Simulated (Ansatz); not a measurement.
Ansatz (an electronic-structure program) input (B3LYP-D3(BJ)/def2-TZVP):

Ansatz 0.2 input:
```yaml
crystal:
  periodic: [false, false, false]
  atoms:
    - {symbol: Re, position_ang: [-0.00000000, -0.00000000, -0.12550228]}
    - {symbol: C, position_ang: [0.00000000, 0.00000000, 1.56877855]}
basis:
  gaussian:
    orbitals: def2-TZVP
hamiltonian:
  xc: b3lyp
  dispersion: d3bj
magnetization: {spin_polarized: true, initial_magnetization: 3}
phonons: {temperatures: {t_min: 298.15, t_max: 298.15, t_step: 100}}
```

Output:

```
Functional definition: B3LYP
integrals: 0.01 GiB planned
557 factors; their error is unknown
mean field: 0.20 GiB planned
mean field evaluation 1: about -3151.5294 eV, gradient 5.4e1 eV
mean field evaluation 2: about -3058.3743 eV, gradient 1.2e2 eV
mean field evaluation 4: about -3162.8960 eV, gradient 1.3e1 eV
mean field evaluation 8: about -3163.7069 eV, gradient 1.7e-1 eV
mean field evaluation 16: about -3163.7155 eV, gradient 2.9e-5 eV
mean field -3163.71546641 eV, -116.2643989472 hartree, gradient 2.8e-5 eV, S^2 3.822887; 0 other end points of the search recorded, 0 dependent functions left out
the calculation of the forces begins
reference -3163.71565051 eV, -116.2644057128 hartree; 12, 9 occupied and 59, 62 virtual orbitals, 557 factors
these checks for a lower state are left out or cut short: stability, starts, cluster_reference, orbital_swaps, neighbouring_geometries, increment
integrals: 0.01 GiB planned
557 factors; their error is unknown
mean field: 0.20 GiB planned
mean field -3163.71546641 eV, -116.2643989473 hartree, gradient 1.4e-6 eV, S^2 3.822888; 0 other end points of the search recorded, 0 dependent functions left out
the calculation of the forces begins
reference -3163.71565051 eV, -116.2644057129 hartree; 12, 9 occupied and 59, 62 virtual orbitals, 557 factors
these checks for a lower state are left out or cut short: stability, starts, cluster_reference, orbital_swaps, neighbouring_geometries, increment
integrals: 0.01 GiB planned
557 factors; their error is unknown
mean field: 0.20 GiB planned
mean field evaluation 32: about -3163.7155 eV, gradient 1.5e-6 eV
mean field -3163.71546641 eV, -116.2643989473 hartree, gradient 1.4e-6 eV, S^2 3.822888; 0 other end points of the search recorded, 0 dependent functions left out
the calculation of the forces begins
reference -3163.71565051 eV, -116.2644057129 hartree; 12, 9 occupied and 59, 62 virtual orbitals, 557 factors
these checks for a lower state are left out or cut short: stability, starts, cluster_reference, orbital_swaps, neighbouring_geometries, increment
integrals: 0.01 GiB planned
557 factors; their error is unknown
mean field: 0.20 GiB planned
mean field -3163.71546641 eV, -116.2643989473 hartree, gradient 1.4e-6 eV, S^2 3.822888; 0 other end points of the search recorded, 0 dependent functions left out
the calculation of the forces begins
reference -3163.71565051 eV, -116.2644057129 hartree; 12, 9 occupied and 59, 62 virtual orbitals, 557 factors
these checks for a lower state are left out or cut short: stability, starts, cluster_reference, orbital_swaps, neighbouring_geometries, increment
integrals: 0.01 GiB planned
557 factors; their error is unknown
mean field: 0.20 GiB planned
mean field -3163.71546641 eV, -116.2643989473 hartree, gradient 1.4e-6 eV, S^2 3.822888; 0 other end points of the search recorded, 0 dependent functions left out
the calculation of the forces begins
reference -3163.71565051 eV, -116.2644057129 hartree; 12, 9 occupied and 59, 62 virtual orbitals, 557 factors
these checks for a lower state are left out or cut short: stability, starts, cluster_reference, orbital_swaps, neighbouring_geometries, increment
integrals: 0.01 GiB planned
557 factors; their error is unknown
mean field: 0.20 GiB planned
mean field -3163.71532475 eV, -116.2643937415 hartree, gradient 1.6e-6 eV, S^2 3.821649; 0 other end points of the search recorded, 0 dependent functions left out
the calculation of the forces begins
reference -3163.71550877 eV, -116.2644005039 hartree; 12, 9 occupied and 59, 62 virtual orbitals, 557 factors
these checks for a lower state are left out or cut short: stability, starts, cluster_reference, orbital_swaps, neighbouring_geometries, increment
integrals: 0.01 GiB planned
557 factors; their error is unknown
mean field: 0.20 GiB planned
mean field evaluation 64: about -3163.7153 eV, gradient 2.0e-6 eV
mean field -3163.71533128 eV, -116.2643939814 hartree, gradient 2.0e-6 eV, S^2 3.824149; 0 other end points of the search recorded, 0 dependent functions left out
the calculation of the forces begins
reference -3163.71551547 eV, -116.2644007502 hartree; 12, 9 occupied and 59, 62 virtual orbitals, 557 factors
these checks for a lower state are left out or cut short: stability, starts, cluster_reference, orbital_swaps, neighbouring_geometries, increment
integrals: 0.01 GiB planned
557 factors; their error is unknown
mean field: 0.20 GiB planned
mean field -3163.71546641 eV, -116.2643989473 hartree, gradient 1.4e-6 eV, S^2 3.822888; 0 other end points of the search recorded, 0 dependent functions left out
the calculation of the forces begins
reference -3163.71565051 eV, -116.2644057129 hartree; 12, 9 occupied and 59, 62 virtual orbitals, 557 factors
these checks for a lower state are left out or cut short: stability, starts, cluster_reference, orbital_swaps, neighbouring_geometries, increment
integrals: 0.01 GiB planned
557 factors; their error is unknown
mean field: 0.20 GiB planned
mean field -3163.71546641 eV, -116.2643989473 hartree, gradient 1.4e-6 eV, S^2 3.822888; 0 other end points of the search recorded, 0 dependent functions left out
the calculation of the forces begins
reference -3163.71565051 eV, -116.2644057129 hartree; 12, 9 occupied and 59, 62 virtual orbitals, 557 factors
these checks for a lower state are left out or cut short: stability, starts, cluster_reference, orbital_swaps, neighbouring_geometries, increment
integrals: 0.01 GiB planned
557 factors; their error is unknown
mean field: 0.20 GiB planned
mean field -3163.71546641 eV, -116.2643989473 hartree, gradient 1.4e-6 eV, S^2 3.822888; 0 other end points of the search recorded, 0 dependent functions left out
the calculation of the forces begins
reference -3163.71565051 eV, -116.2644057129 hartree; 12, 9 occupied and 59, 62 virtual orbitals, 557 factors
these checks for a lower state are left out or cut short: stability, starts, cluster_reference, orbital_swaps, neighbouring_geometries, increment
integrals: 0.01 GiB planned
557 factors; their error is unknown
mean field: 0.20 GiB planned
mean field evaluation 96: about -3163.7155 eV, gradient 1.5e-6 eV
mean field -3163.71546641 eV, -116.2643989473 hartree, gradient 1.4e-6 eV, S^2 3.822888; 0 other end points of the search recorded, 0 dependent functions left out
the calculation of the forces begins
reference -3163.71565051 eV, -116.2644057129 hartree; 12, 9 occupied and 59, 62 virtual orbitals, 557 factors
these checks for a lower state are left out or cut short: stability, starts, cluster_reference, orbital_swaps, neighbouring_geometries, increment
integrals: 0.01 GiB planned
557 factors; their error is unknown
mean field: 0.20 GiB planned
mean field -3163.71533128 eV, -116.2643939814 hartree, gradient 2.0e-6 eV, S^2 3.824149; 0 other end points of the search recorded, 0 dependent functions left out
the calculation of the forces begins
reference -3163.71551547 eV, -116.2644007502 hartree; 12, 9 occupied and 59, 62 virtual orbitals, 557 factors
these checks for a lower state are left out or cut short: stability, starts, cluster_reference, orbital_swaps, neighbouring_geometries, increment
integrals: 0.01 GiB planned
557 factors; their error is unknown
mean field: 0.20 GiB planned
mean field -3163.71532475 eV, -116.2643937415 hartree, gradient 1.6e-6 eV, S^2 3.821649; 0 other end points of the search recorded, 0 dependent functions left out
the calculation of the forces begins
reference -3163.71550877 eV, -116.2644005039 hartree; 12, 9 occupied and 59, 62 virtual orbitals, 557 factors
Total energy: -3163.78531220 eV, -116.2669657328 hartree
Atom 0 at    -0.000000    -0.000000    -0.125502 Å, force     0.000000    -0.000000    -0.000551 eV/Å
Atom 1 at     0.000000     0.000000     1.568779 Å, force    -0.000000     0.000000     0.000551 eV/Å
Dipole moment:     0.000000     0.000000    -0.755791 e Å
Vibrations: 1033.13 cm⁻¹, zero-point energy 0.064046 eV
```

The spin state was set by rule; other spins were not relaxed.
